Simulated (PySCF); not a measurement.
C5H8FO2S (doublet state).
Structure used (GFN2-xTB), in Å, numbered top down from 1:
```
atom  x, y, z in Å
O1    -2.0703   -1.4629    0.0779
S2    -0.9790   -0.8823   -0.6537
O3    -0.5783   -1.5358   -1.8707
C4    -1.2223    0.9724   -0.7987
C5    -0.9485    1.3313    0.5687
C6     0.2052    0.6296    1.2063
C7     0.4682   -0.7056    0.5017
C8     1.7369   -0.7482   -0.3233
F9     1.8458    0.3881   -1.0872
H10   -0.4482    1.2313   -1.5201
H11   -2.2101    1.2223   -1.1643
H12   -1.7037    1.7747    1.1914
H13    0.0074    0.4807    2.2686
H14    1.1077    1.2530    1.1297
H15    0.4334   -1.5572    1.1762
H16    2.6344   -0.7856    0.3051
H17    1.7143   -1.5937   -1.0174
```

The hyperfine couplings belong to this conformer and change with its torsions.

The species is `O=S1(=O)C[CH]C[C@@H]1CF` [radical].

Method used: PySCF 2.14.0, UKS B3LYP, pcH-1 on C F H O S, non-relativistic, mean-field spin-orbit, GIAO. The structure is a single GFN2-xTB conformer in the gas phase; no vibrational or solvent corrections. Couplings are sensitive to structure, and on GFN2-xTB geometries they can be far from those on DFT ones. Stability of the SCF solution: not tested.

Principal values of hyperfine tensors in MHz (contact, dipolar and spin–orbit terms together), for some of the nuclei:

| atom | isotope | A1 | A2 | A3 |
| --- | --- | --- | --- | --- |
| H14 | 1H | 131.56 | 133.75 | 146.46 |
| H10 | 1H | 114.89 | 115.80 | 128.08 |
| C5 | 13C | 33.30 | 33.87 | 263.66 |
| H12 | 1H | -89.87 | -53.94 | -16.04 |
| C4 | 13C | -37.32 | -31.64 | -27.45 |
| C6 | 13C | -31.01 | -28.35 | -27.28 |
| H13 | 1H | 21.98 | 22.70 | 34.69 |
| H11 | 1H | 3.85 | 5.18 | 16.41 |

(1) Give the isotropic coupling of each nucleus in MHz and in mT (g = 2.0027), and the anisotropic part.

(2) What spin density at the nucleus of H10 lies behind its contact coupling (g_N = 5.58569)?

(3) S2 (33S, g_N = 0.42921) isn't in the table. Its spin density at the nucleus is 0.1845 bohr⁻³. What is its contact coupling?

(4) Name the largest traceless tensor T of the table and describe it.

(5) In a single crystal, with the field along each principal axis of the tensor of C5 in turn, what first-order splitting does this nucleus give (isotropic g, quadrupole terms neglected)?

## Answers

(1) a_iso = (A1 + A2 + A3)/3, Ti = Ai − a_iso; 1 mT corresponds to 28.031 MHz. The tensors hold a spin–orbit part: the run splits a_iso into a_FC + a_SO, and T includes its anisotropic share.

| atom | a_iso (MHz) | a_FC | a_SO | a_iso (mT) | T1 | T2 | T3 |
| --- | --- | --- | --- | --- | --- | --- | --- |
| H14 | 137.26 | 137.25 | 0.00 | 4.897 | -5.69 | -3.51 | 9.20 |
| H10 | 119.59 | 119.59 | 0.00 | 4.266 | -4.70 | -3.79 | 8.49 |
| C5 | 110.28 | 110.42 | -0.14 | 3.934 | -76.98 | -76.41 | 153.38 |
| H12 | -53.28 | -53.29 | 0.00 | -1.901 | -36.58 | -0.66 | 37.24 |
| C4 | -32.14 | -32.15 | 0.01 | -1.146 | -5.18 | 0.49 | 4.69 |
| C6 | -28.88 | -28.89 | 0.01 | -1.030 | -2.13 | 0.53 | 1.60 |
| H13 | 26.46 | 26.45 | 0.00 | 0.944 | -4.48 | -3.76 | 8.24 |
| H11 | 8.48 | 8.48 | 0.00 | 0.302 | -4.63 | -3.30 | 7.93 |

(2) a_FC = 800.24 MHz bohr³ × g_N × ρ(0)/(2S). With a_FC = 119.59 MHz and 2S = 1, ρ(0) = 0.02675 bohr⁻³. In magnitude that is 8.4 % of the 1/π = 0.318 of a free hydrogen atom.

(3) By the same relation, a_FC = 63.4 MHz. The spin–orbit term adds -0.13 MHz. Its full tensor has the principal values 56.55, 56.71, 76.41 MHz.

(4) C5: -77.0, -76.4, 153.4 MHz (the dipolar term alone has -76.9, -76.4, 153.3), axial, in the ratio −1:−1:+2, the form that spin in one p orbital centred on that nucleus gives.

(5) 2 lines (I = 1/2), spaced by |A_i|/(g × 13.996): 1.19, 1.21, 9.41 mT along the axes of A1, A2 and A3.
